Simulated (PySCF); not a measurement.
Spectrum to structure. Theory: TDDFT CAM-B3LYP/def2-SVPD, vertical, gas phase, core orbitals frozen in the response (PySCF). Geometries: GFN2-xTB, one conformer each.

```json
{"state": "S1", "E (eV)": "6.46", "f": "0.0000"}
{"state": "S2", "E (eV)": "6.47", "f": "0.0003"}
{"state": "S3", "E (eV)": "6.62", "f": "0.189"}
{"state": "S4", "E (eV)": "6.95", "f": "0.024"}
{"state": "S5", "E (eV)": "7.05", "f": "0.0006"}
{"state": "S6", "E (eV)": "7.41", "f": "0.012"}
{"state": "S7", "E (eV)": "7.48", "f": "0.026"}
{"state": "S8", "E (eV)": "7.77", "f": "0.036"}
```

Triplets computed (Tamm–Dancoff): 5.02, 5.05, 5.45 eV.

Question: Which structure fits? All have the formula C5H5N3.
A. `CC1=CNN=C1C#N`
B. `C#Cc1nncn1C`
C. `C#Cc1cnnn1C`
D. `C#CCn1nccn1`

Answer: D. Its S1, at 6.46 eV, is the highest among the candidates; the nearest of the others has S1 at 6.05 eV. S1 is HOMO-4→LUMO (70%). Löwdin shares by element: HOMO carbon 52% or more, nitrogen 25% or more (atoms not listed hold the other 23%); LUMO nitrogen 59%, carbon 10% or more (atoms not listed hold the other 32%). At the same level the other candidates give, for their lowest levels:
- `C#Cc1nncn1C`: 5.22 eV (f 0.001); 5.65 eV (f 0.277); 5.93 eV (f 0.000); 6.19 eV (f 0.000); 6.24 eV (f 0.010); T1 4.00 eV; HOMO -8.52, LUMO 0.11 eV
- `C#Cc1cnnn1C`: 5.29 eV (f 0.002); 5.56 eV (f 0.237); 5.89 eV (f 0.001); 6.27 eV (f 0.004); 6.49 eV (f 0.043); T1 3.82 eV; HOMO -8.53, LUMO -0.06 eV
- `Cc1c[nH]nc1C#N`: 6.05 eV (f 0.119); 6.39 eV (f 0.004); 6.45 eV (f 0.100); 6.94 eV (f 0.000); 7.02 eV (f 0.003); T1 4.30 eV; HOMO -8.98, LUMO 0.18 eV

Shape of the structure used: `[CH:1]#[C:2][CH2:3][n:4]1[n:5][cH:6][cH:7][n:8]1`: C2–C3–N4–N5 -89°.
